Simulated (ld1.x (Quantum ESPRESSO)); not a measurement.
Zn (Z = 30): excitation energies, all-electron against ultrasoft

```json
{
 "Element": "Zn",
 "Generator": "ld1.x (Quantum ESPRESSO) 7.5",
 "Type": "ultrasoft",
 "Functional": "PBEsol",
 "Relativity": "scalar-relativistic",
 "Frozen core": "[Ne]",
 "Valence charge": "20",
 "Reference configuration": "3s2 3p6 3d10 4s0 4p0 (charge +2)",
 "Partial waves": "3s (bound): rcut 0.95, rcutus 1.05 bohr; 4s (bound, empty): rcut 0.95, rcutus 1.05 bohr; 3p (bound): rcut 1.00, rcutus 1.25 bohr; 4p (bound, empty): rcut 1.00, rcutus 1.25 bohr; 3d (bound): rcut 0.80, rcutus 0.90 bohr; 3d channel at -1.4 Ry: rcut 0.80, rcutus 0.90 bohr",
 "Local potential": "all-electron potential smoothed inside 0.70 bohr (lloc = -1)",
 "Core correction": "none",
 "Augmentation charge": "built from norm-conserving waves at rcut, not smoothed further"
}
```

Energies are relative to the spin-unpolarised reference configuration 3s2 3p6 3d10 4s0 4p0; without spin polarisation the order of configurations can differ from experiment.

Its overlap operator is not positive definite in a basis up to 400 Ry (lowest eigenvalue s -0.01, p -0.89), so the file is unfit for use: the generalised eigenproblem breaks down once the basis is large enough, and its test numbers describe a broken file.

```tsv
valence configuration	charge	ΔE all-electron (eV)	error AE − PS (meV)
3s2 3p6 3d10 4s2 4p0	0	-28.248	-3997
3s2 3p6 3d10 4s1 4p0	+1	-18.348	-2590
3s2 3p6 3d9 4s0 4p0	+3	40.509	-120
3s2 3p5 3d10 4s2 4p0	+1	63.643	-6100
3s2 3p6 3d9 4s2 4p0	+1	-10.315	-6052
3s2 3p6 3d10 4s1.5 4p0	+0.5	-24.298	-3423
3s2 3p6 3d10 4s1 4p1	0	-23.122	-2803
```

These tests converged, but a pseudo level misses the all-electron one widely, so the file describes the atom poorly there or has found another state: 3s2 3p6 3d9 4s0 4p0: empty 4s by 4.4 eV; 3s2 3p5 3d10 4s2 4p0: 3d by 2.2 eV; 3s2 3p6 3d9 4s2 4p0: 3d by 2.2 eV. ld1.x printed “convergence not achieved” for 2 of the counted tests; their residual had stalled under 1e-8, short of the target of 1e-14.

The ghost test of this file was not conclusive.
